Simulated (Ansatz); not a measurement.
Reaction (hydrogenolysis of a Ge–P bond): `C[SiH2][GeH2][PH2]` + H₂ → `C[SiH2][GeH3]` + PH₃

Computed with Ansatz on PBE0-D4/def2-TZVP structures; ΔE is electronic, products minus reactants. CCSD(T)/CBS is the MP2 limit (def2-TZVPP, def2-QZVPP) plus CCSD(T) − MP2 in def2-TZVPP, frozen cores. This one scheme is used for every species. DFT in def2-TZVPP. B3LYP here is the variant with VWN-RPA as its local correlation; programs differ in this. For Ge outer-core shells are correlated without core-valence functions, which leaves a few kJ/mol of doubt a bond. Scalar relativity is left out up to krypton. One conformer a species, not always the lowest.

```
         level  ΔE (kJ/mol)
        PBE-D4         14.5
      B3LYP-D4          7.0
MP2/def2-QZVPP         15.2
CCSD/CBS(def2)          2.5
```

Problem. What does CCSD(T)/CBS give? (Estimate.)

Solution. The calculation gave: +8.3 kJ/mol. The listed levels differ from it by 6.2, -1.3, 6.9, -5.8 kJ/mol.

Largest T1 diagnostic among the species: 0.013.

In def2-TZVPP, CCSD(T) changes the Hartree–Fock value by +26.0 kJ/mol (the triples alone add +5.8 kJ/mol) and MP2 by +34.8 kJ/mol. The D4 term adds +12.7 kJ/mol with B3LYP and +7.2 kJ/mol with PBE0; it sums over pairs of atoms, weighted by their polarisabilities, and B3LYP, whose exchange is more repulsive, gets the larger term. From PBE to PBE0 (25 % exact exchange), in def2-TZVPP and without D4, ΔE moves by −3.3 kJ/mol.
